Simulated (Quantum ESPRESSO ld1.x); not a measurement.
Q: Radial electron density D(r) = 4 pi r^2 rho(r) of an atom or ion with 21 electrons. Method: scalar-relativistic Kohn-Sham, PBEsol, spin-unpolarised, spherical densities, point nucleus; computed with ld1.x of Quantum ESPRESSO 7.5.

```
   r/bohr * D(r) (the largest magnitude, 42.3, reaches the edge; | marks zero)
 0.005874 |       *
  0.00657 |         *
 0.007349 |          *
  0.00822 |             *
 0.009268 |               *
  0.01037 |                  *
  0.01159 |                     *
  0.01297 |                        *
  0.01462 |                           *
  0.01636 |                               *
  0.01829 |                                  *
  0.02046 |                                      *
  0.02289 |                                         *
   0.0258 |                                            *
  0.02886 |                                             *
  0.03228 |                                               *
  0.03611 |                                               *
  0.04071 |                                              *
  0.04554 |                                             *
  0.05094 |                                           *
  0.05697 |                                         *
  0.06424 |                                       *
  0.07185 |                                      *
  0.08036 |                                      *
  0.08989 |                                        *
   0.1013 |                                           *
   0.1134 |                                               *
   0.1268 |                                                  *
   0.1418 |                                                     *
   0.1599 |                                                      *
   0.1789 |                                                    *
      0.2 |                                                *
   0.2238 |                                         *
   0.2503 |                                  *
   0.2822 |                           *
   0.3156 |                       *
    0.353 |                     *
   0.3949 |                     *
   0.4452 |                       *
    0.498 |                         *
    0.557 |                          *
    0.623 |                        *
   0.7024 |                    *
   0.7857 |               *
   0.8788 |          *
   0.9829 |      *
    1.108 |   *
     1.24 | *
    1.387 |*
    1.551 *
    1.749 *
    1.956 *
    2.188 *
```

What is the nuclear charge?

A: Z = 30. The innermost maximum, from 1s, lies near gamma/Z bohr with gamma = sqrt(1 - (Z/c)^2) = 0.976, here 0.0325 bohr (found: 0.0353), and its height grows with Z. The density is that of the zinc ion Zn9+ in [Ar] 3d3; the configuration itself is not fixed sharply by these data, and Z only to about a unit. D(r) has 3 maxima, at r = 0.0353, 0.156, 0.539 bohr, and minima at 0.0742, 0.362 bohr, inside which lie 2.08, 10.68 electrons.
